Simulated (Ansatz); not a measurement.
Program: Ansatz. Geometries: PBE0-D4/def2-TZVP. ΔE: electronic, gas phase. CBS: MP2 limit from def2 TZ/QZ plus the TZ coupled-cluster correction, frozen cores. DFT in def2-TZVPP.

Reaction (ligand exchange at a B–C bond): `BC1C=CN1` + `B1N[SiH2]1` → `BN1B[SiH2]1` + `C1=CNC1`

`BC1C=CN1`:

```xyz
11

B     0.754    0.924    0.663
C    -0.606    0.660   -0.014
C    -0.337   -0.679    0.665
C    -0.130   -1.202   -0.586
N    -0.461   -0.078   -1.286
H     0.779    1.410    1.759
H     1.763    0.739    0.046
H    -1.540    1.188    0.150
H    -0.529   -1.086    1.643
H     0.189   -2.152   -1.000
H     0.119    0.276   -2.039
```

`B1N[SiH2]1`:

Cartesian coordinates in Å:
```
B 0.555 0.933 0.366
N -0.509 0.129 0.706
Si 0.143 -0.573 -0.765
H 1.077 1.904 0.809
H -1.204 0.084 1.436
H -0.770 -0.539 -1.937
H 0.709 -1.938 -0.614
```

`BN1B[SiH2]1`:

Cartesian coordinates in Å:
```
B -0.937 0.111 -1.317
N -0.203 0.071 -0.098
B -0.377 0.493 1.230
Si 1.269 -0.404 0.784
H -0.468 -0.363 -2.310
H -2.020 0.624 -1.320
H -1.243 1.055 1.818
H 1.477 -1.869 0.881
H 2.502 0.284 0.331
```

`C1=CNC1`:

```xyz
9

C     0.355   -0.763   -0.573
C    -0.669   -0.806    0.288
N    -0.726    0.584    0.556
C     0.489    0.713   -0.303
H     0.805   -1.448   -1.275
H    -1.349   -1.557    0.673
H    -0.618    0.871    1.523
H     0.335    1.392   -1.145
H     1.379    1.012    0.256
```

| species | PBE0 energy (Eh) |
| --- | --- |
| `BC1C=CN1` | -197.27152 |
| `B1N[SiH2]1` | -371.30788 |
| `BN1B[SiH2]1` | -396.73332 |
| `C1=CNC1` | -171.86347 |

Q: Work out ΔE.

A: ΔE = (-396.73332) + (-171.86347) − (-197.27152) − (-371.30788) = -0.01739 Eh = -10.9 kcal/mol. CCSD(T)/CBS gives -14.1 kcal/mol.

Largest T1 diagnostic among the species: 0.015.

Leaving LDA and LC-ωPBE aside and taking each functional with its dispersion term where it has one, the values, not all of them listed here, spread over 9.7 kcal/mol, from BHLYP-D4 to PBE-D4. LDA lies +4.8 kcal/mol from PBE without D4. In def2-TZVPP, CCSD(T) changes the Hartree–Fock value by +11.7 kcal/mol (the triples alone add +2.2 kcal/mol) and MP2 by +14.2 kcal/mol.
